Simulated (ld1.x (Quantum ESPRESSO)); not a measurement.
**Nd: TM pseudisation with revPBE, scalar-relativistic reference atom.**

| Property | Result |
| --- | --- |
| Element | neodymium |
| Generator | ld1.x (Quantum ESPRESSO) 7.5 |
| Type | norm-conserving Troullier–Martins (Kleinman–Bylander form) |
| Functional | revPBE |
| Relativity | scalar-relativistic |
| Frozen core | [Kr] 4d10 |
| Valence charge | 14 |
| Reference configuration | 4f4 5s2 5p6 5d0 6s0 6p0 (charge +2) |
| Partial waves | 5s (bound): rc 2.40 bohr; 5p (bound): rc 1.50 bohr; 5d (bound, empty): rc 3.50 bohr; 4f (bound): rc 1.80 bohr |
| Local potential | all-electron potential smoothed inside 2.20 bohr (lloc = -1) |
| Core correction | a·sin(br)/r model core inside 1.45 bohr |

Calculated quality:

| Property | Result |
| --- | --- |
| Cutoffs needed | 120 Ry and 180 Ry (the cutoffs (Ry, on a coarse ladder) from which the occupation-weighted sum of valence levels, in a spherical-Bessel basis at the reference potential, stays within 10 and 1 mRy of its value at 400 Ry) |
| Ghost test | no extra level below or beside the all-electron valence levels (s, p, d, f tested) (spherical-Bessel basis up to 400 Ry, 20 bohr box) |
| Largest excitation error | +652 meV (all-electron minus pseudo) for 4f3 5s2 5p6 5d1 6s1 6p0, out of 7 test configurations |

Generation and tests took about 4.2 s on one core of a shared server CPU.
